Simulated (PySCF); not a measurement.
**Relaxation of singlet VO₂(OH)**

All numbers come from B3LYP in PySCF with V def2-SVP, O def2-SVP, H def2-SVP; no relativity; density-fitted integrals. A (50,194) grid was used.

A hand-made trigonal pyramidal (heavy-atom frame) start, with no symmetry imposed:

Coordinates in bohr (charge 0 multiplicity 1):
```
V     0.0713    0.0954   -0.7828
O     2.8911    0.0954    0.7165
O    -1.3386    2.5375    0.7165
O    -1.5722   -2.7512    0.9650
H    -3.2905   -2.9480    1.5124
```

What forces act on the atoms at the start (eV/Å)?


```csv
atom,Fx,Fy,Fz
V1,0.61,1.55,8.99
O2,-3.98,-0.27,-3.27
O3,1.73,-3.43,-3.36
O4,2.03,1.61,-2.41
H5,-0.39,0.54,0.06
```

What does it relax to?

It ends at C1 with O–H 0.968 Å, V–O 1.578 Å (×2), V–O 1.781 Å; H–O–V 124.6°, O–V–O 112.0°, O–V–O 116.8°, O–V–O 119.2° (after a last refinement on a finer grid). A frequency run shows a minimum.

How much energy is released, and in how many steps?

161.6 kJ/mol in 10 steps.
